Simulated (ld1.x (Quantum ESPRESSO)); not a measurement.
**Building the TM potential for hafnium (LDA (PZ), scalar-relativistic).**

```
Element                 : hafnium
Generator               : ld1.x (Quantum ESPRESSO) 7.5
Type                    : norm-conserving Troullier–Martins (Kleinman–Bylander form)
Functional              : LDA (PZ)
Relativity              : scalar-relativistic
Frozen core             : [Kr] 4d10
Valence charge          : 26
Reference configuration : 4f14 5s2 5p6 5d2 6s0 6p0 (charge +2)
Partial waves           : 5s (bound): rc 1.55 bohr; 5p (bound): rc 1.55 bohr; 5d (bound): rc 2.00 bohr; 4f (bound): rc 0.60 bohr
Local potential         : all-electron potential smoothed inside 1.05 bohr (lloc = -2)
Core correction         : Bessel-smoothed model core, default radius (core density twice the valence density)
```

All-electron outer shells of the reference configuration (LDA (PZ), scalar-relativistic, ld1.x):

```json
{"shell": "4p", "level (eV)": "-393.60", "outermost node (bohr)": "0.25", "outermost maximum (bohr)": "0.46"}
{"shell": "4d", "level (eV)": "-221.71", "outermost node (bohr)": "0.23", "outermost maximum (bohr)": "0.47"}
{"shell": "5s", "level (eV)": "-82.38", "outermost node (bohr)": "0.55", "outermost maximum (bohr)": "1.01"}
{"shell": "5p", "level (eV)": "-50.89", "outermost node (bohr)": "0.60", "outermost maximum (bohr)": "1.16"}
{"shell": "4f", "level (eV)": "-32.26", "outermost node (bohr)": "–", "outermost maximum (bohr)": "0.45"}
{"shell": "6s", "level (eV)": "-17.80", "outermost node (bohr)": "1.36", "outermost maximum (bohr)": "2.65"}
{"shell": "5d", "level (eV)": "-17.02", "outermost node (bohr)": "0.67", "outermost maximum (bohr)": "1.65"}
{"shell": "6p", "level (eV)": "-12.13", "outermost node (bohr)": "1.62", "outermost maximum (bohr)": "3.31"}
```

Calculated quality:

```json
{
 "Configuration tests": "8 of 9 tests not solved or not reliable; not counted: 4f13 5s2 5p6 5d2 6s2 6p0 (solver errors, printed error -7698 eV); 4f14 5s2 5p6 5d2 6s2 6p0 (solver errors, printed error +3.0 eV); 4f14 5s2 5p6 5d2 6s2 6p0 (spin-polarised) (solver errors, printed error +3.0 eV); 5 more"
}
```

A Bessel basis up to 400 Ry misses an occupied level by 0.82 Ry, so cutoffs and ghosts were not judged.

Generation and tests took about 3.6 s on one core of a shared server CPU.
